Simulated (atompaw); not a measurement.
**Before and after: PAW (atompaw) potential for caesium**

Cs (Z = 55), PAW, made with atompaw 4.2.0.5 (PBEsol, scalar-relativistic). Core [Kr] 4d10, reference 5s2 5p6 5d0 6s1 6p0. Waves: 5s (bound): rc 2.90 bohr; 6s (bound): rc 3.00 bohr; 5p (bound): rc 2.45 bohr; 6p (bound, empty): rc 3.00 bohr; 5d (bound, empty): rc 3.00 bohr; 5d channel at 2.45 Ry: rc 3.00 bohr. Local part: ultrasoft scheme with l = 3 at 0.5 Ry, radius 2.20 bohr. Core correction: smooth core density matched at 2.85 bohr. Augmentation charge: sinc compensation charge, radius 2.40 bohr; PAW radius 3.00 bohr; waves and projectors: custom polynom2 7 10 vanderbiltortho.

All-electron outer shells of the reference configuration (PBEsol, scalar-relativistic, ld1.x):

```tsv
shell	level (eV)	outermost node (bohr)	outermost maximum (bohr)
4p	-160.62	0.36	0.67
4d	-74.20	0.33	0.72
5s	-26.79	0.82	1.54
5p	-13.55	0.89	1.79
6s	-2.08	2.11	4.80
6p	-0.73	2.61	6.64
5d	-0.38	1.06	3.42
```

Change: all radii scaled by about 0.75 (s 2.18, p 1.84, d 2.26 bohr); local potential ultrasoft scheme with l = 3 at 0.5 Ry, radius 1.66 bohr; augmentation sinc compensation charge, radius 1.80 bohr; PAW radius 2.26 bohr; waves and projectors: custom polynom2 7 10 vanderbiltortho; core correction smooth core density matched at 2.14 bohr.

Cutoffs: the cutoffs (Ry, on a coarse ladder) from which the occupation-weighted sum of valence levels, in a spherical-Bessel basis at the reference potential, stays within 10 and 1 mRy of its value at 400 Ry; they do not see the model core or the augmentation charge, which bear on the density cutoff.

**Question.** What does the change do?

**Answer.** The potential gets softer (21 Ry and 45 Ry → 15 Ry and 21 Ry); both files keep a bound ghost (s).

```csv
quantity,base,changed
"cutoff, loose",21 Ry,15 Ry
"cutoff, tight",45 Ry,21 Ry
loose cutoff by channel (10 mRy a level),"s 8 Ry, p 12 Ry","s 6 Ry, p 8 Ry"
bound ghosts,s,s
lowest overlap eigenvalue by channel,"s 0.69, p 0.28, d 0.85","s 0.03, p 0.43, d 0.98"
```

 A true bound ghost makes a file unfit for plane-wave use even where its test errors are small: the radial tests pick states by their node count and pass the ghost by. The cutoffs see the waves, projectors and local potential, not the compensation charge or the core.
